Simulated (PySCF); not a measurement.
Record of a relaxation.

Compound: C₂H₅AsGe.
Bonds: C1–C2 (triple), C2–Ge3, Ge3–As4. Hydrogens: H5 on C1; H6, H7 on Ge3; H8, H9 on As4.

Method: PBE0-D3(BJ)/def2-SVP geometry optimisation, gas phase in PySCF; density fitting, grid level 1; the optimiser is geomeTRIC in internal coordinates, started from a GFN2-xTB structure. The frame can shift and turn from step to step; on so coarse a grid that alone can change the energy by a few meV, and forces under 0.02 eV/Å are noise.

Step 0: E = -119479.9047 eV, largest atomic force 1.497 eV/Å
```
atom  x, y, z in Å  |  force x, y, z in eV/Å
C1      2.336   -0.305    0.039    0.541  -0.195   0.026
C2      1.251    0.208   -0.041   -1.456   0.342  -0.049
Ge3    -0.519    0.909   -0.146    0.789   0.291  -0.036
As4    -2.232   -0.731    0.124   -0.517   0.109  -0.046
H5      3.299   -0.729    0.103    0.845  -0.385   0.065
H6     -0.565    1.638   -1.474   -0.244   0.026  -0.486
H7     -0.556    2.016    0.889   -0.236   0.178   0.461
H8     -1.506   -1.664   -0.803    0.136  -0.248  -0.391
H9     -1.494   -1.336    1.283    0.141  -0.118   0.456
```

Step 1: E = -119480.0005 eV, largest atomic force 0.250 eV/Å
```
atom  x, y, z in Å  |  force x, y, z in eV/Å
C1      2.231   -0.236    0.188    0.075  -0.101   0.022
C2      1.132    0.278    0.105    0.005   0.141  -0.031
Ge3    -0.588    1.078   -0.031   -0.115   0.082   0.005
As4    -2.324   -0.611    0.182    0.199  -0.151   0.013
H5      3.200   -0.703    0.265   -0.074   0.048  -0.005
H6     -0.727    1.762   -1.413    0.055  -0.069   0.170
H7     -0.752    2.125    1.098    0.042  -0.131  -0.143
H8     -1.581   -1.544   -0.784   -0.086   0.114   0.107
H9     -1.614   -1.227    1.397   -0.102   0.067  -0.139
```

Step 2: E = -119480.0063 eV, largest atomic force 0.081 eV/Å
```
atom  x, y, z in Å  |  force x, y, z in eV/Å
C1      2.236   -0.228    0.192   -0.026  -0.043   0.011
C2      1.136    0.286    0.108    0.052   0.061  -0.010
Ge3    -0.589    1.070   -0.028   -0.056  -0.057   0.013
As4    -2.328   -0.614    0.171    0.022   0.030  -0.018
H5      3.204   -0.690    0.267    0.008   0.010   0.002
H6     -0.711    1.757   -1.397    0.007   0.010  -0.015
H7     -0.750    2.110    1.092    0.001   0.006   0.022
H8     -1.584   -1.541   -0.782    0.003  -0.011  -0.017
H9     -1.640   -1.228    1.386   -0.011  -0.006   0.011
```

Step 3: E = -119480.0068 eV, largest atomic force 0.053 eV/Å
```
atom  x, y, z in Å  |  force x, y, z in eV/Å
C1      2.239   -0.224    0.197   -0.026  -0.030   0.008
C2      1.140    0.291    0.112    0.028   0.044  -0.004
Ge3    -0.589    1.068   -0.026   -0.013  -0.040   0.007
As4    -2.328   -0.615    0.159    0.002   0.024  -0.019
H5      3.207   -0.685    0.272    0.011   0.006   0.004
H6     -0.704    1.759   -1.394   -0.003   0.011  -0.013
H7     -0.755    2.105    1.096   -0.004   0.005   0.021
H8     -1.580   -1.544   -0.789    0.008  -0.012  -0.013
H9     -1.655   -1.231    1.381   -0.003  -0.008   0.010
```

Step 4: E = -119480.0070 eV, largest atomic force 0.071 eV/Å
```
atom  x, y, z in Å  |  force x, y, z in eV/Å
C1      2.244   -0.216    0.220   -0.004   0.001   0.000
C2      1.150    0.309    0.127   -0.026  -0.010   0.009
Ge3    -0.589    1.064   -0.021    0.065   0.026  -0.012
As4    -2.323   -0.621    0.111   -0.032  -0.011  -0.012
H5      3.213   -0.675    0.299    0.004  -0.001   0.007
H6     -0.686    1.772   -1.383   -0.017   0.007   0.007
H7     -0.778    2.085    1.113   -0.012  -0.005   0.005
H8     -1.554   -1.555   -0.815    0.013  -0.004  -0.001
H9     -1.701   -1.241    1.357    0.009  -0.003  -0.004
```

Step 5: E = -119480.0070 eV, largest atomic force 0.074 eV/Å
```
atom  x, y, z in Å  |  force x, y, z in eV/Å
C1      2.242   -0.214    0.235    0.005   0.014  -0.002
C2      1.152    0.318    0.136   -0.034  -0.028   0.009
Ge3    -0.589    1.065   -0.020    0.061   0.039  -0.012
As4    -2.318   -0.626    0.082   -0.030  -0.021  -0.007
H5      3.210   -0.675    0.320    0.000  -0.004   0.007
H6     -0.680    1.785   -1.377   -0.013   0.006   0.011
H7     -0.795    2.074    1.122   -0.009  -0.006   0.000
H8     -1.531   -1.560   -0.830    0.011   0.000   0.002
H9     -1.716   -1.245    1.339    0.010  -0.001  -0.008
```

Step 6: E = -119480.0072 eV, largest atomic force 0.048 eV/Å
```
atom  x, y, z in Å  |  force x, y, z in eV/Å
C1      2.239   -0.216    0.237    0.005   0.012  -0.001
C2      1.150    0.317    0.137   -0.021  -0.022   0.007
Ge3    -0.590    1.067   -0.021    0.038   0.028  -0.010
As4    -2.316   -0.627    0.081   -0.022  -0.016  -0.006
H5      3.207   -0.678    0.323   -0.002  -0.003   0.006
H6     -0.682    1.788   -1.377   -0.007   0.006   0.010
H7     -0.798    2.074    1.122   -0.006  -0.005   0.000
H8     -1.526   -1.559   -0.831    0.008   0.001   0.002
H9     -1.710   -1.244    1.337    0.006  -0.001  -0.008
```

Step 7: E = -119480.0074 eV, largest atomic force 0.021 eV/Å
```
atom  x, y, z in Å  |  force x, y, z in eV/Å
C1      2.236   -0.218    0.239    0.004   0.009   0.001
C2      1.147    0.316    0.138   -0.009  -0.013   0.004
Ge3    -0.590    1.070   -0.022    0.015   0.013  -0.006
As4    -2.313   -0.629    0.078   -0.013  -0.008  -0.006
H5      3.202   -0.682    0.327   -0.002  -0.002   0.005
H6     -0.684    1.793   -1.376   -0.002   0.006   0.007
H7     -0.801    2.075    1.123   -0.002  -0.003   0.002
H8     -1.519   -1.557   -0.833    0.006   0.001  -0.001
H9     -1.704   -1.244    1.334    0.003  -0.002  -0.007
```

**Question.** Summarise the path.

**Answer.** The energy falls by 2.37 kcal/mol from step 0 to step 7; nine tenths of that is first reached at step 1. It never rises by more than 0.2 meV. The largest force goes from 1.497 to 0.021 eV/Å. Among the bonds Ge3–As4 changes most, from 2.386 to 2.422 Å; the atoms move by 0.068 Å rms after alignment.

**Question.** Follow the three bonds and two angles with the largest change from start to end.

**Answer.** 
```csv
step,E above end (kcal/mol),largest force (eV/Å),Ge3–As4 (Å),As4–H9 (Å),As4–H8 (Å),H6–Ge3–H7 (°),As4–Ge3–H6 (°)
0,2.37,1.497,2.386,1.501,1.502,104.2,114.1
1,0.16,0.250,2.432,1.536,1.535,110.0,108.7
2,0.03,0.081,2.429,1.525,1.524,109.8,109.0
3,0.01,0.053,2.427,1.525,1.524,109.8,109.0
4,0.01,0.071,2.421,1.525,1.524,109.9,108.9
5,0.01,0.074,2.420,1.525,1.524,109.9,108.8
6,0.01,0.048,2.421,1.525,1.524,109.9,108.8
7,0.00,0.021,2.422,1.525,1.524,109.9,108.8
```

The cost below is that of the whole optimisation. Hardware: one thread of an Arm Neoverse V1, shared host with 32 logical CPUs at a one-minute load of 18. Cost: 48 s of wall time, 0.49 GiB resident at most.
